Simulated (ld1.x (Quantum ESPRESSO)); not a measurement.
**tellurium (Te): TM pseudisation with PW91, scalar-relativistic reference atom.**

ld1.x (Quantum ESPRESSO) 7.5 input, shortened:

```
&input
   title='Te', zed=52., rel=1, dft='PW91', iswitch=3,
   config='[Kr] 4d10 5s2 5p3'
 /
 &inputp
   pseudotype=2, tm=.true., lloc=1,
   nlcc=.false.
 /
3
5S  1  0   2.00   0.00  1.70  1.70  0.0
4D  3  2  10.00   0.00  0.85  0.85  0.0
4P  2  1   6.00   0.00  0.90  0.90  0.0
 &test
   configts(1)='4p6 4d10 5s2 5p3'
 /
```

Occupied shells without a wave of their own: 5p. They enter only through the test configuration that unscreens the potential.

* Cutoffs needed: 230 Ry and over 300 Ry (the cutoffs (Ry, on a coarse ladder) from which the occupation-weighted sum of valence levels, in a spherical-Bessel basis at the reference potential, stays within 10 and 1 mRy of its value at 400 Ry)
* Ghost test: ghost state, extra bound levels that the all-electron valence spectrum of the same l lacks: s at -63.1 eV; a true bound ghost makes a file unfit for plane-wave use (spherical-Bessel basis up to 400 Ry, 20 bohr box)
* Largest excitation error: -358 meV (all-electron minus pseudo) for 4p6 4d10 5s2 5p1, out of 7 test configurations
